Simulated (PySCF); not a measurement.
Species: C5H15NSi2.
Cartesian coordinates in Å at the PBE0-D3(BJ)/def2-SVP level; atoms count from 1:
```
atom  x, y, z in Å
C1     3.885    1.760   -0.599
C2     3.509    0.620    0.342
C3     2.289   -0.122   -0.107
C4     1.148   -0.267    0.584
Si5   -0.326   -1.199   -0.072
N6    -1.734   -0.181   -0.192
Si7   -3.330   -0.386    0.479
C8    -4.642   -0.657   -0.836
H9     3.074    2.502   -0.664
H10    4.079    1.391   -1.619
H11    4.792    2.279   -0.254
H12    4.353   -0.092    0.397
H13    3.354    1.001    1.365
H14    2.359   -0.571   -1.110
H15    1.089    0.194    1.581
H16    0.090   -1.760   -1.400
H17   -0.717   -2.323    0.833
H18   -1.592    0.680   -0.716
H19   -3.261   -1.564    1.395
H20   -3.716    0.825    1.276
H21   -5.634   -0.792   -0.378
H22   -4.701    0.208   -1.516
H23   -4.414   -1.549   -1.439
```

Level: PBE0/pcSseg-1 in PySCF, non-relativistic, on one gas-phase PBE0-D3(BJ)/def2-SVP geometry that isn't relaxed in the solvent. The solvent is an IEF-PCM continuum (Bondi radii, 1.10 Å for H, scaled by 1.2). Specific hydrogen bonds and non-electrostatic terms are outside this model.

Gas phase at PBE0/pcSseg-1: HOMO -7.11 eV, LUMO -0.32 eV, dipole 1.62 D.

What does the continuum do to the energy, the frontier levels and the dipole at PBE0/pcSseg-1 in chloroform?

```csv
solvent,ε,E(solvent) − E(gas) (kcal/mol),polarisation term (kcal/mol),distortion of the solute (kcal/mol),HOMO (eV),LUMO (eV),dipole (D)
chloroform,4.711,-2.10,-2.26,0.16,-7.08,-0.27,1.96
```

The polarisation term is half the interaction of the solute with the surface charges that it induces; the rest is the cost of distorting the solute's density. The sum is the electrostatic part of solvation alone.

Which radius a makes the point-dipole formula ΔE = −[(ε − 1)/(2ε + 1)]·μ²/a³ give the value in chloroform, with the gas-phase dipole?

μ = 0.637 au and |ΔE| = 0.00335 Eh give a = 1.86 Å; the farthest nucleus lies 5.69 Å from the centroid of the nuclei, so such a sphere wouldn't even hold the nuclei. The formula assumes a rigid point dipole at the centre of a sphere.

Give the dipole vector in the frame of the coordinates (D, pointing from negative to positive charge), gas and chloroform.

Gas (0.84, 1.18, -0.72), solvent (0.98, 1.43, -0.91). Its length changes by +21 % and its direction by 1°.

Which Mulliken charges (PBE0/pcSseg-1) respond most in chloroform (means over atoms taken as equivalent)?

```tsv
atoms	environment	gas (e)	solvent (e)	change
H18	N–H hydrogen	+0.221	+0.238	+0.017
Si7	SiH2 silicon	+0.746	+0.763	+0.017
C4	alkene CH carbon	-0.404	-0.418	-0.014
C8	Si-methyl carbon	-0.636	-0.649	-0.013
H19/H20	Si–H hydrogen	-0.107	-0.120	-0.013
H16/H17	Si–H hydrogen	-0.119	-0.129	-0.010
H15	vinylic hydrogen	+0.116	+0.125	+0.009
C1	methyl carbon	-0.298	-0.306	-0.008
```

The run took 90 s on Arm Neoverse N1, one thread, no GPU (shared host), and the process peaked at 1.3 GiB of memory. This is the whole shielding run at PBE0/pcSseg-1 in chloroform, SCF included.
